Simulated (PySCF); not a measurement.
Isomers of C6H11NSi, mass 125.066 u with the commonest isotopes. Computed with PBE0/pcSseg-1 in PySCF (dipole) on a GFN2-xTB geometry, gas phase. One conformer each, none proved a minimum here; rigid rotors.

Task: Order these by rotational constant C, smallest first.
A. `[CH2:1]=[CH:2][CH2:3][N:4]([SiH3:5])[C:6]1=[CH:7][CH2:8]1` with C1–C2–C3–N4 114°, C2–C3–N4–Si5 86°, C3–N4–C6–C7 -7°
B. `[NH2:1][SiH2:2][C:3]#[C:4][CH2:5][CH:6]1[CH2:7][CH2:8]1` with H–N1–Si2–C3 -67° and 69°, C4–C5–C6–C7 -151°
C. `[CH3:1][CH2:2][Si@@H:3]1[CH2:4][CH2:5][C@H:6]1[C:7]#[N:8]` with C1–C2–Si3–C4 164°, C2–Si3–C4–C5 -123°, Si3–C4–C5–C6 14°, C4–C5–C6–C7 -134°, C2–Si3–C6–C5 127°

Result: B (541.8 MHz), C (889.8 MHz), A (936.4 MHz).

Task: Order these by radius of gyration √(Σ m r²/M), largest first.
A. `[CH3:1][CH2:2][Si@@H:3]1[CH2:4][CH2:5][C@H:6]1[C:7]#[N:8]` with C1–C2–Si3–C4 164°, C2–Si3–C4–C5 -123°, Si3–C4–C5–C6 14°, C4–C5–C6–C7 -134°, C2–Si3–C6–C5 127°
B. `[NH2:1][SiH2:2][C:3]#[C:4][CH2:5][CH:6]1[CH2:7][CH2:8]1` with H–N1–Si2–C3 -67° and 69°, C4–C5–C6–C7 -151°
C. `[CH2:1]=[CH:2][CH2:3][N:4]([SiH3:5])[C:6]1=[CH:7][CH2:8]1` with C1–C2–C3–N4 114°, C2–C3–N4–Si5 86°, C3–N4–C6–C7 -7°

Result: B (2.755 Å), A (2.186 Å), C (2.133 Å).

Task: Order these by rotational constant A, largest first.
A. `[CH3:1][CH2:2][Si@@H:3]1[CH2:4][CH2:5][C@H:6]1[C:7]#[N:8]` with C1–C2–Si3–C4 164°, C2–Si3–C4–C5 -123°, Si3–C4–C5–C6 14°, C4–C5–C6–C7 -134°, C2–Si3–C6–C5 127°
B. `[CH2:1]=[CH:2][CH2:3][N:4]([SiH3:5])[C:6]1=[CH:7][CH2:8]1` with C1–C2–C3–N4 114°, C2–C3–N4–Si5 86°, C3–N4–C6–C7 -7°
C. `[NH2:1][SiH2:2][C:3]#[C:4][CH2:5][CH:6]1[CH2:7][CH2:8]1` with H–N1–Si2–C3 -67° and 69°, C4–C5–C6–C7 -151°

Result: C (4277 MHz), A (2202 MHz), B (1924 MHz).

| SMILES | point group | Ia (u·Å²) | Ib (u·Å²) | Ic (u·Å²) | κ | μa (D) | μb (D) | μc (D) |
| --- | --- | --- | --- | --- | --- | --- | --- | --- |
| C=CCN([SiH3])C1=CC1 | C1 | 262.72 | 336.07 | 539.71 | 0.15 | 0.80 | 1.26 | 0.15 |
| N[SiH2]C#CCC1CC1 | C1 | 118.17 | 847.09 | 932.72 | -0.97 | 1.96 | 0.96 | 0.11 |
| CC[Si@@H]1CC[C@H]1C#N | C1 | 229.50 | 397.85 | 567.97 | -0.42 | 3.78 | 3.22 | 1.21 |
